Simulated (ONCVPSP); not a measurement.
## Transferability test, ONCV potential for Rb (Z = 37)

* Element: rubidium (Rb)
* Generator: ONCVPSP 4.0.1
* Type: optimised norm-conserving Vanderbilt (ONCV)
* Functional: PBEsol
* Relativity: scalar-relativistic
* Frozen core: [Ar] 3d10
* Valence charge: 9
* Reference configuration: 4s2 4p6 5s0.5 (charge +0.5)
* Partial waves: 4s+5s: rc 2.70 bohr, ncon 4, nbas 8, qcut 4.2 1/bohr, 2 projectors; 4p: rc 1.70 bohr, ncon 4, nbas 7, qcut 5.2 1/bohr, 2 projectors, debl 3.4 Ha; d scattering state at 0.17 Ha: rc 2.95 bohr, ncon 3, nbas 8, qcut 3.5 1/bohr, 3 projectors, debl 4 Ha
* Local potential: polynomial inside 1.30 bohr (lpopt 5, dvloc0 3 Ha)
* Core correction: none

In the d channel the program set the typed energies aside and used 0.050, 4.050, 8.050 Ha.

Energies are relative to the spin-unpolarised reference configuration 4s2 4p6 5s0.5; without spin polarisation the order of configurations can differ from experiment.

```json
{"valence configuration": "4s2 4p6 5s1", "charge": "0", "ΔE all-electron (eV)": "-1.561", "error AE − PS (meV)": "0.0"}
{"valence configuration": "4s2 4p6 5s0", "charge": "+1", "ΔE all-electron (eV)": "2.508", "error AE − PS (meV)": "-0.2"}
{"valence configuration": "4s2 4p6 5s0 5p1", "charge": "0", "ΔE all-electron (eV)": "-0.069", "error AE − PS (meV)": "+0.1"}
{"valence configuration": "4s2 4p6 4d0.5 5s0.5", "charge": "0", "ΔE all-electron (eV)": "-0.448", "error AE − PS (meV)": "-22"}
```
